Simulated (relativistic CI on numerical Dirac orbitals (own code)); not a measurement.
**d4 in a ligand field**

Computed with a parametric ligand-field model of a d^n configuration (Racah B and C, spin-orbit zeta, crystal field), exact diagonalisation.

Field parameters in Wybourne normalisation: Oh B⁴₀ = 21Dq, B⁴₄ = √(5/14) B⁴₀; Td as Oh with Dq negative (B⁴₀ = 21Dq, B⁴₄ = √(5/14) B⁴₀). The field is a parameter set, without covalency.

(1) Ground term and bands for B = 660, C = 3120, ζ = 0 cm⁻¹, Oh, 10Dq = 35400 cm⁻¹?

(2) A d4 ion in Oh symmetry has the ground term 3T1 and bands at 5E 5182 cm⁻¹ (1930 nm), 1T2 8613 cm⁻¹ (1161 nm), 1E 9583 cm⁻¹ (1044 nm), 3E 20681 cm⁻¹ (484 nm), 3T1 21450 cm⁻¹ (466 nm), 3T2 22227 cm⁻¹ (450 nm), 3A1 23392 cm⁻¹ (427 nm). Which parameters reproduce them?

(3) A d4 ion in Oh symmetry has the ground term 3T1 and bands at 1T2 4393 cm⁻¹ (2276 nm), 1E 4908 cm⁻¹ (2038 nm), 5E 6198 cm⁻¹ (1613 nm), 3E 13925 cm⁻¹ (718 nm), 3T1 14282 cm⁻¹ (700 nm), 3T2 14700 cm⁻¹ (680 nm), 3A1 15368 cm⁻¹ (651 nm). Which parameters reproduce them?

(4) Ground term and bands for B = 640, C = 2320, ζ = 0 cm⁻¹, Oh, 10Dq = 21150 cm⁻¹?

(5) A d4 ion in Td symmetry has the ground term 1A1 and bands at 5T2 4456 cm⁻¹ (2244 nm), 3T1 4767 cm⁻¹ (2098 nm), 3T2 7188 cm⁻¹ (1391 nm), 1T1 8416 cm⁻¹ (1188 nm), 1T2 13301 cm⁻¹ (752 nm), 1E 17681 cm⁻¹ (566 nm), 1T2 17726 cm⁻¹ (564 nm). Which parameters reproduce them?

Results:

(1) Ground term 3T1 with 0.02 electrons in the two orbitals of the cubic e set. Spin-allowed: 3E 32411 cm⁻¹ (309 nm), 3T1 33210 cm⁻¹ (301 nm), 3T2 34017 cm⁻¹ (294 nm), 3A1 34968 cm⁻¹ (286 nm). Lowest spin-forbidden: 1T2 9078 cm⁻¹ (1102 nm), 1E 9881 cm⁻¹ (1012 nm), 5E 16548 cm⁻¹ (604 nm).

(2) B = 690, C = 3000, ζ = 0 cm⁻¹, Oh, 10Dq = 23350 cm⁻¹.

(3) B = 370, C = 1460, ζ = 0 cm⁻¹, Oh, 10Dq = 15300 cm⁻¹.

(4) Ground term 3T1 with 0.03 electrons in the two orbitals of the cubic e set. Spin-allowed: 3E 19034 cm⁻¹ (525 nm), 3T1 19585 cm⁻¹ (511 nm), 3T2 20272 cm⁻¹ (493 nm), 3A1 21550 cm⁻¹ (464 nm). Lowest spin-forbidden: 5E 6510 cm⁻¹ (1536 nm), 1T2 7013 cm⁻¹ (1426 nm), 1E 7973 cm⁻¹ (1254 nm).

(5) B = 410, C = 1670, ζ = 0 cm⁻¹, Td, 10Dq = -9400 cm⁻¹.
